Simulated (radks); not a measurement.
Problem. These are the eigenvalues of the occupied orbitals of an atom or ion with whole-number occupations (hartree). Method: scalar-relativistic Kohn-Sham, LB94 model potential, spin-polarised, spherical densities, finite nucleus; Fermi nuclear charge, rms radius of each element as measured or else 0.836 A^(1/3) + 0.57 fm; computed with a radial shooting solver on a logarithmic mesh with Libxc functionals.

orbital  eigenvalue
1s up     -1321.504
1s down   -1321.504
2s up     -207.9755
2s down   -207.9752
2p up     -186.7880
2p down   -186.7877
3s up     -43.66332
3s down   -43.66307
3p up     -36.82026
3p down   -36.82004
3d up     -26.73812
3d down   -26.73791
4s up      -8.34506
4s down    -8.34456
4p up      -6.16946
4p down    -6.16920
4d down    -2.99833
4d up      -2.99828
5s down    -1.15953
5s up      -1.15920
5p down    -0.66023
5p up      -0.65460
6s up      -0.17049

Which element is it, and in what charge state? The configuration may be excited. Open shells, if any, are filled with parallel spins first.

Solution. Z = 55, caesium, charge 0: Cs in [Xe] 6s1. The list shows which subshells hold electrons but not how many an open one holds; the 1s level, -1321.5 hartree, gives Z - s = 51.4 by -(Z - s)^2/2, which with screening and relativity narrows Z to a few neighbours, and the depths of the outer levels then fix element, charge and occupations together.
